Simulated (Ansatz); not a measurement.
**Abstraction of Cl: C2H5Cl2Ga + SnH2Cl → C2H5ClGa + SnH2Cl2**

Species: C2H5Cl2Ga `C[CH2][Ga]([Cl])[Cl]`, singlet; SnH2Cl `[Cl][SnH2]`, doublet; C2H5ClGa `C[CH2][Ga][Cl]`, doublet; SnH2Cl2 `[Cl][SnH2][Cl]`, singlet. A radical takes Cl: the energy is the difference in strength between the Ga–Cl bond broken and the Sn–Cl bond made.

Shapes, held fixed at every level: PBE0-D4/def2-TZVP. Flexible molecules stand in one conformer, not always the lowest. Programs: Ansatz 0.2.0. Electronic energies: no zero-point or thermal term.

```
             level                    kind  ΔE (kJ/mol)  less CCSD(T)/def2-TZVPP  CPU time (sum over the molecules)
       HF/def2-SVP            Hartree–Fock        +61.8                     +5.0                                  –
 PBE-D4/def2-TZVPP                     GGA        +46.4                    -10.4                               37 s
wB97M-V/def2-TZVPP  range-separated hybrid        +50.5                     -6.3                              3 min
 B2PLYP/def2-TZVPP           double hybrid        +51.1                     -5.7                               79 s
  CCSD(T)/def2-SVP   coupled cluster or CI        +66.8                    +10.0                            2.1 min
     CCSD/def2-SVP   coupled cluster or CI        +66.8                    +10.0                                  –
CCSD(T)/def2-TZVPP   coupled cluster or CI        +56.8                      0.0                             57 min
```

The highest level, CCSD(T)/def2-TZVPP, gives ΔE = +56.8 kJ/mol; the levels span +46.4 to +66.8. The column of differences is taken from that level and isn't an error. No measured value is set beside it here. Open shells run unrestricted. For atoms past krypton def2 sets carry core potentials with scalar relativity. Relativity is left out for Ga. Outer-core shells of Ga, Sn are correlated in most correlated rows, in sets that cover them unevenly. Times are processor times on shared x86 and Arm servers, and rough.
